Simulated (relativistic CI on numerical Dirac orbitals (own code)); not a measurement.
**One change at a time: Br31+**

Base calculation: Dirac-Coulomb-Breit CI, separate exchange-only KLI orbitals for each configuration, a model potential for QED, unscaled Slater integrals.

Configuration list (outside the closed core 1s2): 2s², 2s2p, 2p², 2p3s, 2p3p, 2s3s, 2s3p, 2s3d, 2s4s, 2s4p, 2s4d, 2s4f, 2s5s, 3s², 2s5p, 2s5d, 2s5f, 2s5g, 3s3p, 3p². Levels of other configurations are missing.

Variants: (1) configuration mixing switched off; (2) one mean potential for all configurations. Shifts of the energy above 2s² ¹S0, in eV, for the lowest level and the first level of each name with at least 55 % of one term (blank where a level changes its place among those of its configuration and J or its character, or is not in the variant):

| Level | Base | Δ(1) | Δ(2) |
| --- | --- | --- | --- |
| 2s² ¹S0 | 0.00 | 0.00 | 0.00 |
| 2s2p ³P°0 | 60.72 | -8.77 | 0.00 |
| 2s2p ³P°1 | 70.49 | -8.76 | 0.00 |
| 2s2p ³P°2 | 116.49 | -8.77 | 0.00 |
| 2s2p ¹P°1 | 161.79 | -8.69 | 0.00 |
| 2p² ³P0 | 172.79 | -11.09 | +0.10 |
| 2p² ³P1 | 214.35 | -8.76 | +0.08 |
| 2p² ¹S0 | 312.09 | -14.91 | +0.05 |
| 2s3s ³S1 | 2107.88 | -7.13 | +0.08 |
| 2s3s ¹S0 | 2120.17 | -5.56 | +0.02 |
| 2s3p ³P°0 | 2137.94 | -8.54 | +0.02 |
| 2s3p ³P°1 | 2138.35 | -7.77 | +0.03 |
| 2s3p ¹P°1 | 2153.27 | -4.26 | 0.00 |
| 2s3p ³P°2 | 2154.24 | -8.63 | +0.02 |

At this charge energies of transitions that change n are usually good to better than 1 %, and those within a shell (Δn = 0) to a few per cent.

Ionisation energy from the two ground configurations alone: base 3727.7 eV. The NIST ASD value (semi-empirical) is 3735 eV.

LS names give the leading component of a level, which can be under half, so a name can repeat, a term be missing and a line seem to break the LS rules.
